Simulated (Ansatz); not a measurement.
CH₅AlBF, relaxed with RKS PBE-D4/def2-SVP in Ansatz 0.2.0 from a rough embedded geometry. The force threshold is 0.03 eV/Å; the program also tests the step.

Charge 0, multiplicity 1. The bonds changed during the relaxation, so this is another structure than the one it started from.

Start:

```xyz
9

B     1.439   -0.134    0.001
C     0.128    0.654    0.077
F     0.003    1.365   -1.064
Al   -1.402   -0.518    0.220
H     2.308   -0.009    0.864
H     1.676   -0.967   -0.850
H     0.159    1.366    0.922
H    -2.817    0.100    0.589
H    -1.494   -1.856   -0.759
```

(1) How much energy does the relaxation release, and in how many steps? (Best estimate.)

(2) Which bonds change most? (Best estimate.)

(3) Give the relaxed structure. (Estimate.)

Answers

(1) Computed: 127.54 kJ/mol, in 13 steps, 1 of them rejected.

(2) The calculation gave: F3–Al4 from 2.677 to 1.941 Å; C2–F3 from 1.350 to 1.549 Å; C2–Al4 from 1.932 to 2.064 Å; Al4–H9 from 1.660 to 1.586 Å.

(3) Computed: 
```xyz
9

B     1.407   -0.195    0.061
C     0.361    0.832    0.157
F    -0.533    1.043   -1.091
Al   -1.270   -0.418   -0.046
H     2.004   -0.418    1.099
H     1.591   -0.860   -0.938
H     0.141    1.687    0.814
H    -2.521    0.124    0.773
H    -1.180   -1.795   -0.829
```
